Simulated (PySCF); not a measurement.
## Zr⁻ (zirconium, charge -1) across methods

[Kr] 4d3 5s2, high-spin 4F determinant. Computed with PySCF 2.14 in aug-cc-pVDZ-PP with ECP28MDF, with a scalar-relativistic core potential.

```tsv
method	E (hartree)	mean ε 5s α (eV)	mean ε 5s β (eV)	mean ε 4d α (eV)	Σ⟨r²⟩ (bohr²)	⟨S²⟩
PBE	-46.7820	0.071	0.862	1.563	103.7	3.780
UHF	-46.29492	-2.024	0.183	-2.645	130.1	4.138
r2SCAN	-46.7952	-0.233	0.791	1.199	108.3	3.900
TPSSh	-46.7564	-0.131	0.812	1.212	102.6	3.791
PBEsol	-46.6865	0.027	0.857	1.584	103.1	3.785
LDA	-46.6524	-0.078	0.696	1.557	102.8	3.780
HSE06	-46.7613	-0.034	0.830	1.112	102.5	3.791
PBE0	-46.7602	-0.357	0.527	0.728	102.6	3.795
CAM-B3LYP	-46.7244	-0.930	-0.196	-0.176	101.5	3.779
```

Energies and moments cover only the electrons outside the core potential. The outer electron is barely bound at this level, so radii and moments hang on the diffuse functions.

The highest occupied level is positive at PBE, UHF, r2SCAN, TPSSh, PBEsol, LDA, HSE06, PBE0: only the finite basis holds that electron, at UHF too, so the state is unbound at these levels.
